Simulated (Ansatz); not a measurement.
```yaml
crystal:
  periodic: [true, true, true]
  atoms:
    - {symbol: C, position_ang: [-1.225036, -0.738150, -0.013927]}
    - {symbol: C, position_ang: [-0.174403, 0.198369, 0.518305]}
    - {symbol: N, position_ang: [1.138325, -0.069077, 0.112920]}
    - {symbol: C, position_ang: [1.890489, 0.694503, -0.529106]}
    - {symbol: Zn, position_ang: [0.276011, 2.074564, -0.477845]}
    - {symbol: H, position_ang: [-2.215249, -0.371662, 0.260779]}
    - {symbol: H, position_ang: [-1.178956, -0.816266, -1.101910]}
    - {symbol: H, position_ang: [-1.113390, -1.747266, 0.399896]}
    - {symbol: H, position_ang: [-0.227391, 0.330132, 1.600160]}
    - {symbol: H, position_ang: [2.912601, 0.393752, -0.766570]}
basis:
  gaussian: {orbitals: def2-mTZVP}
total_charge: 1
magnetization: {spin_polarized: true, initial_magnetization: 1}
hamiltonian: {xc: {name: B2GP-PLYP}}
```

```sh
$ ansatz run in.yaml --threads 4 --pin off --events-out ev --progress --plain --max-ram 10444MiB
```

Question: How does Ansatz answer? (Estimate.)

Answer: Computed: The input was rejected before any iteration.
```
Error: YAML parse error: error: line 2 column 3: crystal: missing field `lattice` (a structure is typed as `lattice` and `atoms`, a molecule's as `atoms` in Å alone, or read from a run's directory, `checkpoint`)
 --> <input>:2:3
1 | crystal:
2 |   periodic: [true, true, true]
3 |   atoms:
4 |     - {symbol: C, position_ang: [-1.225036, -0.738150, -0.013927]}
```
